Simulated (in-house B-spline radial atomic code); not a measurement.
The titanium ion Ti³⁺ is squeezed into an impenetrable sphere of radius R (the orbitals vanish at R). Method: non-relativistic r2SCAN, spin-polarised, spherical fractional occupations, point nucleus. Calculated with an all-electron radial atomic-structure program (B-spline basis).

Energies in eV above the free ion in [Ar] 3d1:

| R (bohr) | highest level (eV) | [Ar] 3d1 | [Ne] 3s2 3p5 3d2 |
| --- | --- | --- | --- |
| 7.94 | -35 | 0 | 34.57 |
| 5.96 | -35 | 0.0006786 | 34.58 |
| 5.03 | -34.9 | 0.007787 | 34.59 |
| 4.46 | -34.9 | 0.03392 | 34.62 |
| 3.79 | -34.6 | 0.198 | 34.86 |
| 3.17 | -33.6 | 1.138 | 36.08 |
| 2.47 | -28.6 | 9.99 | 46.11 |
| 2.3 | -25.5 | 17.37 | 54.02 |
| 1.81 | -5.81 | 88.49 | 127 |
| 1.38 | 46 | 388.9 | 424 |

Task: Does [Ne] 3s2 3p5 3d2 fall below [Ar] 3d1 under compression?

Result: No, it stays above over the whole range.

The highest level is first positive in the row R = 1.38 bohr, pushed up by confinement above the zero of the free ion's potential. Each configuration is held fixed and needn't be the lowest in the sphere.
